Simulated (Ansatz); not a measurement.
The same hydrolysis along the group B, Al, Ga, In.

Gas-phase electronic energies from Ansatz, PBE0-D4/def2-TZVP geometries. CBS: MP2 limit from def2 TZ/QZ plus the TZ coupled-cluster correction, frozen cores. Small cases extrapolate CCSD(T) itself. Functionals use def2-TZVPP. def2 core potentials past Kr. For Ga, In outer-core shells are correlated without core-valence functions, which leaves a few kJ/mol of doubt a bond. Scalar relativity is left out up to krypton. Each species was taken in one conformer, which may not be the lowest.

| reaction | CCSD(T)/CBS(def2) (eV) |
| --- | --- |
| `NBO` + H₂O → `OBO` + NH₃ | ? |
| `[NH2][AlH][OH]` + H₂O → `[OH][AlH][OH]` + NH₃ | -0.47 |
| `[NH2][GaH][OH]` + H₂O → `[OH][GaH][OH]` + NH₃ | -0.20 |
| `[NH2][InH][OH]` + H₂O → `[OH][InH][OH]` + NH₃ | -0.21 |

(1) Fill in the missing values. (Estimate.)

Largest T1 diagnostic: 0.017, for `[OH][InH][OH]`.

Extrapolated directly: `NBO` + H₂O → `OBO` + NH₃; `[NH2][AlH][OH]` + H₂O → `[OH][AlH][OH]` + NH₃.

Answers

(1) Ansatz gave: `NBO` + H₂O → `OBO` + NH₃: -0.22 eV.
